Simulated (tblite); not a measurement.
Species: CH9NSeSi2.
Bonds: Si1–N2, N2–Si3, Si3–C4, C4–Se5. Hydrogens: H6, H7, H8 on Si1; H9 on N2; H10, H11 on Si3; H12, H13 on C4; H14 on Se5.

Computed with GFN2-xTB (tblite), gas phase: L-BFGS steps from a force-field or distance-geometry start until the largest atomic force falls under 0.01 eV/Å.

Step 55: E = -443.9884 eV
```
atom  x, y, z in Å  |  force x, y, z in eV/Å
Si1     2.4645   -0.5574    0.2606   -0.012  -0.005   0.000
N2      0.7892   -0.1640    0.4926    0.014   0.007  -0.002
Si3    -0.2485    0.7056   -0.5696    0.017  -0.025   0.012
C4     -1.9690    0.6569    0.2491    0.015   0.047  -0.013
Se5    -2.7432   -1.1471    0.2913    0.003   0.009   0.035
H6      2.8375   -1.3445    1.4335    0.012  -0.007   0.002
H7      3.2296    0.6864    0.1665   -0.012   0.016   0.004
H8      2.6190   -1.3130   -0.9838    0.006  -0.012   0.006
H9      0.3482   -0.5700    1.3029    0.019  -0.013  -0.041
H10     0.1662    2.1084   -0.6910   -0.009  -0.023   0.001
H11    -0.3071    0.0674   -1.8938   -0.023   0.035   0.048
H12    -1.9192    0.9653    1.2930   -0.016  -0.013  -0.001
H13    -2.6851    1.3040   -0.2521   -0.012   0.014  -0.027
H14    -2.5831   -1.3985   -1.1214   -0.002  -0.030  -0.025
```

Step 56: E = -443.9891 eV
```
atom  x, y, z in Å  |  force x, y, z in eV/Å
Si1     2.4648   -0.5556    0.2616   -0.034  -0.021  -0.014
N2      0.7899   -0.1606    0.4978    0.018   0.013  -0.018
Si3    -0.2471    0.7069   -0.5679    0.017  -0.051   0.006
C4     -1.9696    0.6598    0.2478    0.026   0.050  -0.019
Se5    -2.7404   -1.1446    0.2946   -0.008  -0.003   0.050
H6      2.8387   -1.3440    1.4338    0.014  -0.001  -0.005
H7      3.2266    0.6892    0.1639   -0.008   0.019   0.006
H8      2.6150   -1.3121   -0.9844    0.012  -0.004   0.025
H9      0.3448   -0.5876    1.2950    0.013  -0.006  -0.041
H10     0.1680    2.1090   -0.6890   -0.003  -0.019   0.002
H11    -0.3042    0.0676   -1.8937   -0.026   0.049   0.073
H12    -1.9205    0.9684    1.2920   -0.022  -0.002  -0.016
H13    -2.6853    1.3051   -0.2574   -0.002   0.006  -0.008
H14    -2.5816   -1.4021   -1.1163    0.002  -0.029  -0.041
```

Step 57: E = -443.9900 eV
```
atom  x, y, z in Å  |  force x, y, z in eV/Å
Si1     2.4639   -0.5530    0.2628   -0.042  -0.038  -0.026
N2      0.7899   -0.1561    0.5034    0.003  -0.008   0.003
Si3    -0.2447    0.7091   -0.5669    0.007  -0.062   0.004
C4     -1.9688    0.6652    0.2458    0.026   0.038  -0.021
Se5    -2.7335   -1.1412    0.3017   -0.019  -0.015   0.049
H6      2.8389   -1.3425    1.4343    0.017   0.005  -0.010
H7      3.2194    0.6946    0.1620   -0.003   0.018   0.004
H8      2.6107   -1.3130   -0.9831    0.021   0.007   0.040
H9      0.3380   -0.6160    1.2795    0.020   0.022  -0.070
H10     0.1719    2.1100   -0.6857    0.007  -0.013   0.001
H11    -0.3026    0.0706   -1.8945   -0.027   0.056   0.086
H12    -1.9206    0.9739    1.2903   -0.027   0.017  -0.034
H13    -2.6856    1.3065   -0.2642    0.012  -0.003   0.015
H14    -2.5778   -1.4089   -1.1075    0.004  -0.024  -0.042
```

Step 58: E = -443.9911 eV
```
atom  x, y, z in Å  |  force x, y, z in eV/Å
Si1     2.4624   -0.5509    0.2630   -0.028  -0.044  -0.029
N2      0.7896   -0.1537    0.5078    0.015  -0.005  -0.015
Si3    -0.2420    0.7106   -0.5652   -0.010  -0.046   0.005
C4     -1.9672    0.6720    0.2430    0.009   0.005  -0.016
Se5    -2.7246   -1.1374    0.3095   -0.029  -0.027   0.026
H6      2.8401   -1.3411    1.4330    0.021   0.007  -0.005
H7      3.2079    0.7023    0.1626    0.005   0.010  -0.004
H8      2.6073   -1.3163   -0.9803    0.031   0.017   0.040
H9      0.3341   -0.6423    1.2630   -0.011   0.015  -0.042
H10     0.1778    2.1097   -0.6810    0.019  -0.002   0.000
H11    -0.3047    0.0755   -1.8936   -0.023   0.048   0.072
H12    -1.9220    0.9800    1.2880   -0.028   0.044  -0.044
H13    -2.6850    1.3085   -0.2723    0.024  -0.011   0.035
H14    -2.5745   -1.4176   -1.0996    0.006  -0.011  -0.022
```

Q: Estimate the geometry and energy of step 59. (The exact step hangs on the optimiser's Hessian estimate; all steps are aligned on step 58, rigid shifts and turns removed.)

A: E = -443.9918 eV, largest force 0.108 eV/Å
```
atom  x, y, z in Å  |  force x, y, z in eV/Å
Si1     2.4589   -0.5495    0.2637    0.006  -0.035  -0.016
N2      0.7873   -0.1512    0.5065   -0.027  -0.061   0.052
Si3    -0.2409    0.7130   -0.5685   -0.019  -0.006   0.014
C4     -1.9638    0.6764    0.2418   -0.012  -0.020  -0.002
Se5    -2.7141   -1.1363    0.3194   -0.030  -0.028  -0.001
H6      2.8357   -1.3384    1.4344    0.024   0.003   0.007
H7      3.1984    0.7074    0.1657    0.006   0.002  -0.013
H8      2.6102   -1.3214   -0.9738    0.034   0.016   0.019
H9      0.3247   -0.6661    1.2422    0.015   0.056  -0.091
H10     0.1830    2.1109   -0.6785    0.023  -0.001  -0.003
H11    -0.3103    0.0842   -1.8976   -0.020   0.032   0.042
H12    -1.9168    0.9862    1.2859   -0.027   0.055  -0.039
H13    -2.6857    1.3083   -0.2731    0.023  -0.008   0.031
H14    -2.5673   -1.4243   -1.0903    0.003  -0.006   0.000
```

The energy changes by -0.0007 eV. The first-order estimate −F·Δx gives -0.0011 eV and the mean of the old and new forces, exact on a quadratic surface, -0.0006 eV. The step makes an angle of 82° with the force vector and moves no atom by more than 0.033 Å.

The cost below is that of the whole relaxation. Time: 0.62 s wall. Hardware: an Arm Neoverse V1 with one thread, shared host.
